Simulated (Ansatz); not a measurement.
Consider the atomization: `C[B](Cl)[InH2]` → B• + C• + Cl• + 5 H• + In•.

Gas-phase electronic energies from Ansatz, PBE0-D4/def2-TZVP geometries. CBS: MP2 limit from def2 TZ/QZ plus the TZ coupled-cluster correction, frozen cores. This one scheme is used for every species, atoms too. Functionals use def2-TZVPP. No spin–orbit coupling; open shells (•) take unrestricted orbitals. Spin–orbit coupling would lower the free atoms: a little for B, C, Cl; strongly for In. Elements past krypton have def2 core potentials. Bonds to In are less sure, by a few kJ/mol each and by 10 to 20 or more in all where they break to atoms, as the def2 sets lack core-valence functions.

Problem. What is ΔE at CCSD(T)/CBS? (Best estimate.)

Solution. Ansatz gave: +2783.8 kJ/mol.

Problem. What do these levels give: CAM-B3LYP-D4, r2SCANh, BHLYP, CCSD/def2-TZVPP, HF/def2-QZVPP, MP2/CBS(def2)? (Best estimate.)

Solution. Ansatz gave: CAM-B3LYP-D4 2794.0, r2SCANh 2795.8, BHLYP 2703.7, CCSD/def2-TZVPP 2688.7, HF/def2-QZVPP 2112.0, MP2/CBS(def2) 2802.9 kJ/mol.

Largest T1 diagnostic among the species: 0.015.

Leaving LDA and LC-ωPBE aside and taking each functional with its dispersion term where it has one, the values, not all of them listed here, spread over 96.3 kJ/mol, from BHLYP-D4 to B97M-V. LDA lies +365.4 kJ/mol from PBE without D4, its usual overbinding. The D4 term adds +30.3 kJ/mol with B3LYP and +15.8 kJ/mol with PBE0; it sums over pairs of atoms, weighted by their polarisabilities, and B3LYP, whose exchange is more repulsive, gets the larger term. From PBE to PBE0 (25 % exact exchange), in def2-TZVPP and without D4, ΔE moves by −18.5 kJ/mol: exact exchange takes away binding that semilocal exchange gives to molecules.

B3LYP here is the variant with VWN-RPA as its local correlation; programs differ in this.

For atomizations the MP2-based limit and the directly extrapolated one differ by several kJ/mol either way, and by 10 to 25 for some Ge, Se and Sn compounds, so smaller differences from it don't rank the levels.
